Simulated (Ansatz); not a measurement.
Input file for Ansatz (a quantum-chemistry and plane-wave program): R-r2SCAN/def2-TZVPP on BH3O (SMILES BO), atoms moved off the minimum.

Ansatz 0.2 input:
```yaml
crystal:
  periodic: [false, false, false]
  atoms:
    - {symbol: B, position_ang: [-0.47624272, -0.58896633, 0.06546767]}
    - {symbol: H, position_ang: [-0.32454830, -1.33004123, 0.92430924]}
    - {symbol: H, position_ang: [-1.30913045, -0.64107971, -0.79290955]}
    - {symbol: O, position_ang: [0.46854417, 0.45224339, 0.03000567]}
    - {symbol: H, position_ang: [0.33016601, 1.07040080, -0.71069386]}
basis:
  gaussian:
    orbitals: def2-TZVPP
hamiltonian:
  xc: {name: r2SCAN}
scf: {lower_state_search: off}
output: {forces: true}
```

The head of its log:

```
WARN ansatz: RAYON_NUM_THREADS=1 ignored (pool sized by the plan → 1); use --threads N
Functional definition: r2SCAN
these checks for a lower state are left out or cut short: stability, starts, cluster_reference, orbital_swaps, neighbouring_geometries, increment
integrals: 0.02 GiB planned
497 factors; their error is unknown
mean field: 0.22 GiB planned
mean field evaluation 1: about -2768.3311 eV, gradient 4.9e1 eV
mean field evaluation 2: about -2755.3812 eV, gradient 9.5e1 eV
```

Q: Give the final energy of this run.

A: -101.8875 hartree.
